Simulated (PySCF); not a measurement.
Removing the step error of a finite difference

System: F$_{2}$O (SMILES FOF), singlet, geometry from GFN2-xTB. Level: PBE/aug-cc-pVDZ, polarisability in PySCF. Sums are taken with unrounded values, so a last digit can differ.

Second differences of the energy in a field along z gave a polarisability along z of 12.275 bohr³ at step 0.02 and 12.393 bohr³ at step 0.05 (atomic units).

Question: Extrapolate to zero step.

Answer: The leading error of a symmetric difference goes as h², so A(h) = A0 + c h². Then c = (12.393 - (12.275))/(0.05² - 0.02²) = 56.3 (atomic units) and A0 = 12.275 - c × 0.02² = 12.253 bohr³. The analytic value from the same program and level is 12.254 bohr³: the smaller step missed it by 0.021, the extrapolation by -0.001.
